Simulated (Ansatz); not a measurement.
Calculated with Ansatz (gas phase, PBE0-D4/def2-TZVP geometries, no zero-point term in ΔE). CCSD(T)/CBS adds triple-zeta CCSD(T) − MP2 to the extrapolated MP2 energy (def2 sets, frozen cores). For Se outer-core shells are correlated without core-valence functions, which leaves a few kJ/mol of doubt a bond. Scalar relativity is left out up to krypton. One conformer a species, not always the lowest.

Consider the formal exchange of groups at the Se–C bond: `FC([SiH3])[SeH]` + `C=CCO` → `C=C([SeH])CO` + `FC[SiH3]`.

```csv
species,CCSD(T)/CBS(def2) energy (Eh)
`FC([SiH3])[SeH]`,-2830.60859
`C=CCO`,-192.90801
`C=C([SeH])CO`,-2593.60892
`FC[SiH3]`,-429.90570
```

Question: Work out ΔE.

Answer: ΔE = (-2593.60892) + (-429.90570) − (-2830.60859) − (-192.90801) = 0.00198 Eh = +0.05 eV.

Largest T1 diagnostic among the species: 0.011.

From PBE to PBE0 (25 % exact exchange), in def2-TZVPP and without D4, ΔE moves by −0.03 eV.
